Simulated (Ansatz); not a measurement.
Total energies of the cluster Cu4Te2 (the lowest singlet isomer of a short search) from Ansatz at PBE0-D4/def2-SVP, gas phase (1 Eh = 27.2114 eV = 2625.5 kJ/mol). The reference geometry is relaxed at PBE-D4/def2-SVP.

```xyz
6

Cu    0.597   -1.815   -1.014
Cu    0.897   -0.363    0.881
Cu   -0.116    1.710    0.239
Cu   -1.197   -0.326   -0.412
Te   -1.269    0.303    2.069
Te    1.089    0.492   -1.763
```

```csv
state,geometry,energy (Eh)
charge 0 singlet,reference,-7096.46715
charge 1 doublet,reference,-7096.20592
charge -1 doublet,reference,-7096.52120
free Cu atom (doublet),–,-1639.98898
free Te atom (triplet),–,-267.98598
```

In the def2 sets Te takes a core potential; there is no spin–orbit coupling.

Problem. Work out the vertical ionisation energy to the doublet.

Solution. E(charge 1 doublet) − E(charge 0 singlet) = -7096.20592 − (-7096.46715) = 0.26123 Eh = 7.11 eV. For comparison, −ε of the highest occupied level is 5.49 eV at this level, 1.62 eV less.

Problem. Work out the vertical electron affinity, to the doublet.

Solution. E(charge 0 singlet) − E(charge -1 doublet) = -7096.46715 − (-7096.52120) = 0.05405 Eh = 1.47 eV. The basis lacks diffuse functions, which makes affinities too small.

Problem. Give the fundamental gap IE − EA, the Mulliken electronegativity (IE + EA)/2 and the hardness (IE − EA)/2.

Solution. From the values in Eh: IE − EA = 0.26123 − 0.05405 = 0.20718 Eh = 5.64 eV; (IE + EA)/2 = 4.29 eV; (IE − EA)/2 = 2.82 eV. The HOMO–LUMO gap of the same run is 2.65 eV, 2.99 eV smaller than the fundamental gap.

Problem. What is the binding energy per atom against free atoms?

Solution. Atoms: 4 × (-1639.98898) + 2 × (-267.98598) = -7095.92788 Eh. Binding: -7095.92788 − (-7096.46715) = 0.53927 Eh = 14.67 eV, or 2.45 eV for each of 6 atoms (no zero-point energy, no counterpoise term).

The structure comes from a short search, and lower isomers may exist.
